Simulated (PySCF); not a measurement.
**Polarisability and C₆ of Os⁺ (osmium, charge +1)**

[Xe] 4f14 5d6 6s1, high-spin 6D determinant. Computed with PySCF 2.14 in ANO-RCC-VTZP (8s7p5d3f2g1h, 104 functions), with scalar relativity by spin-free X2C-1e. Coupled (time-dependent) response in atomic units; α is the mean over directions. The basis has no added diffuse functions, which lowers α and C₆.

| method | mean α (bohr³) | α xx, yy, zz | C₆ (like pair) | S(−4) |
| --- | --- | --- | --- | --- |
| B97-3 | 26.60 | 26.85, 26.85, 26.10 | 202.6 | 309.3 |

S(−4) is the Cauchy moment in α(ω) = α(0) + S(−4) ω² + …

Spin-orbit coupling is absent.

α(iu) at B97-3:

```csv
u (hartree),α(iu) (bohr³)
0,26.60
0.0500,25.86
0.100,23.91
0.200,18.81
0.300,14.49
0.500,9.452
0.750,6.607
1.00,5.129
1.50,3.500
2.00,2.563
3.00,1.540
5.00,0.7407
```

A single London oscillator, α(iu) = α/(1 + u²/ω²), gives C₆ = (3/4) ω α². Matching the computed C₆ needs ω = 4 × 202.6 / (3 × 26.60²) = 0.382 hartree.

For an ion, C₆ is the dispersion term alone; charge-induced terms of lower order in 1/R come first.

The components differ because the open shell of this determinant is not spherical; for a pure term their mean is the scalar polarisability.

Spin-orbit coupling, absent here, splits the open shell strongly.
